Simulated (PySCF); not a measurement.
**Peak assignment**

Molfile (atoms numbered from 1):
```
C3H11ClO2Si3
     RDKit          3D

 20 19  0  0  0  0  0  0  0  0999 V2000
   -1.9349   -1.2311   -0.6709 C   0  0  0  0  0  0  0  0  0  0  0  0
   -1.7311    0.0187   -0.2880 C   0  0  0  0  0  0  0  0  0  0  0  0
   -2.7266    0.8438    0.4706 C   0  0  0  0  0  0  0  0  0  0  0  0
   -0.5820    0.7028   -0.5325 O   0  0  0  0  0  0  0  0  0  0  0  0
    0.8649    0.2866   -1.1455 Si  0  0  2  0  0  4  0  0  0  0  0  0
    1.4618   -1.0342   -0.4115 O   0  0  0  0  0  0  0  0  0  0  0  0
    1.7297   -2.0710    0.8045 Si  0  0  0  0  0  4  0  0  0  0  0  0
    2.0692    2.1376   -0.5499 Si  0  0  0  0  0  4  0  0  0  0  0  0
    3.6118    2.3918   -1.8311 Cl  0  0  0  0  0  0  0  0  0  0  0  0
   -2.8601   -1.7308   -0.4539 H   0  0  0  0  0  0  0  0  0  0  0  0
   -1.1861   -1.7829   -1.2077 H   0  0  0  0  0  0  0  0  0  0  0  0
   -2.3245    1.0942    1.4514 H   0  0  0  0  0  0  0  0  0  0  0  0
   -2.9112    1.7762   -0.0600 H   0  0  0  0  0  0  0  0  0  0  0  0
   -3.6605    0.3050    0.5914 H   0  0  0  0  0  0  0  0  0  0  0  0
    0.7577   -0.1731   -2.5320 H   0  0  0  0  0  0  0  0  0  0  0  0
    1.3264   -1.4351    2.0600 H   0  0  0  0  0  0  0  0  0  0  0  0
    0.9155   -3.2532    0.5270 H   0  0  0  0  0  0  0  0  0  0  0  0
    3.1654   -2.3338    0.7536 H   0  0  0  0  0  0  0  0  0  0  0  0
    1.3236    3.4027   -0.5838 H   0  0  0  0  0  0  0  0  0  0  0  0
    2.6859    2.0966    0.7860 H   0  0  0  0  0  0  0  0  0  0  0  0
  1  2  2  0
  2  3  1  0
  2  4  1  0
  4  5  1  0
  5  6  1  0
  6  7  1  0
  5  8  1  0
  8  9  1  0
  1 10  1  0
  1 11  1  0
  3 12  1  0
  3 13  1  0
  3 14  1  0
  5 15  1  6
  7 16  1  0
  7 17  1  0
  7 18  1  0
  8 19  1  0
  8 20  1  0
M  END
```

Computational details: GFN2-xTB structure, shieldings: GIAO PBE0/pcSseg-1, in PySCF 2.14 (non-relativistic, one computed conformer, in vacuum, averaged over atoms made equivalent by symmetry, fast rotation or ring inversion).

Shifts are taken against calculated references (same method and geometry level): $^{13}$C (σ = 186.93 ppm), $^{1}$H (σ = 31.72 ppm) vs TMS.

(1) Assign these signals to the numbered atoms. $^{13}$C{$^{1}$H} NMR (computed): δ 163.9 (C), 95.1 (CH2), 25.3 (CH3).

(2) Assign these signals to the numbered atoms. $^{1}$H NMR (500 MHz, computed): δ 5.58 (m, 1H), 5.26 (m, 1H), 5.13 (s, 3H), 5.11 (m, 1H), 4.54 (br s, 1H), 4.37 (br s, 1H), 1.93 (s, 3H).

Results:

(1) 
163.9 → C2, alkene carbon bearing oxygen: an sp2 carbon further deshielded by the attached heteroatom
95.1 → C1, β carbon of an enol-ether or enamine type C=C: the O or N lone pair pushes π density onto this β carbon and shields it
25.3 → C3, allylic methyl carbon: aliphatic region, no heteroatom directly attached

(2) 
```tsv
δ (ppm)	atoms	environment	reason
5.58	H15	hydrogen on a silicon bonded to 2 O, Si	–
5.26	H20	hydrogen on a silicon bonded to Cl, Si	–
5.13	H16/H17/H18	hydrogen on a silicon bonded to O	–
5.11	H19	hydrogen on a silicon bonded to Cl, Si	–
4.54	H10	hydrogen on a β carbon of an enol-ether or enamine type C=C	lone-pair donation from O or N shields it, upfield of ordinary alkene protons
4.37	H11	hydrogen on a β carbon of an enol-ether or enamine type C=C	–
1.93	H12/H13/H14	hydrogen on an allylic methyl carbon	allylic position
```

H16/H17/H18 and H19 lie closer than the usual error of such a calculation, so a measured spectrum could show them in the other order.

Shifts are as computed. Against solution values, carbons near 30 ppm lie about +3 ppm off and those near 130 ppm about +5 ppm. Of 1211 compounds with measured shifts, 218 miss one by over three times the rms of a fit or turn the order of signals round; such compounds aren't used in these exercises. No couplings were computed; multiplicities are counted from neighbouring protons, with m where these are inequivalent, close in shift, in a saturated or five-membered ring or joined by F or P, and br s for small geminal =CH2 splittings.
